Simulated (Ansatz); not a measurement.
Wavefunction ladder for C3H9Ge (`[CH2][GeH]([CH3])[CH3]`) radical

```csv
atom,x (Å),y (Å),z (Å)
C1,-0.5598,-0.7234,-1.7377
Ge2,0.4360,-0.2119,-0.1703
C3,0.4456,1.7362,-0.0041
C4,-0.3530,-1.0463,1.4125
H5,-1.0572,-1.6845,-1.8221
H6,-0.6314,-0.0871,-2.6141
H7,1.8995,-0.7042,-0.3103
H8,-0.5725,2.1099,0.1176
H9,1.0347,2.0428,0.8618
H10,0.8789,2.1942,-0.8948
H11,-0.3653,-2.1322,1.3066
H12,-1.3785,-0.6997,1.5507
H13,0.2230,-0.7938,2.3043
```

Charge 0, multiplicity 2. Correlated methods include outer-core shells of Ge, which these sets cover unevenly. Scalar relativity is left out up to krypton. All single points use the PBE0-D4/def2-TZVP geometry. Frozen core, unrestricted reference, Ansatz 0.2.0.

| basis | HF (Eh) | MP2 corr. |
| --- | --- | --- |
| def2-SVP | -2193.82708 | -0.64134 |
| def2-TZVPP | -2194.22465 | -0.76744 |
| def2-QZVPP | -2194.27181 | -1.06240 |

Task: Estimate the CCSD correlation energy and the (T) correction in each basis where they were run (hartree).

Result: 
| basis | CCSD corr. | (T) |
| --- | --- | --- |
| def2-SVP | -0.69358 | -0.01935 |
| def2-TZVPP | -0.81618 | -0.02989 |
